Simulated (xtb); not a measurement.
F (SMILES [F+]), charge +1, triplet. Base run: xtb with GFN0-xTB.

Here is a job for xtb.
```
$ xtb mol.xyz --gfn 0 --chrg 1 --uhf 2 --json

# file mol.xyz
1

F      0.00000000     0.00000000     0.00000000
```

Each row names what was changed in the base input (with any setting that the change needs).

| change | ΔE vs base (kcal/mol) |
|---|---|
| base | 0.000 |
| acc = 1000 | 0.000 |
| etemp = 10000 | -36.81 |
| acc = 0.0001 | 0.000 |
| etemp = 10 | 1.10 |
| etemp = 3000 | -10.25 |
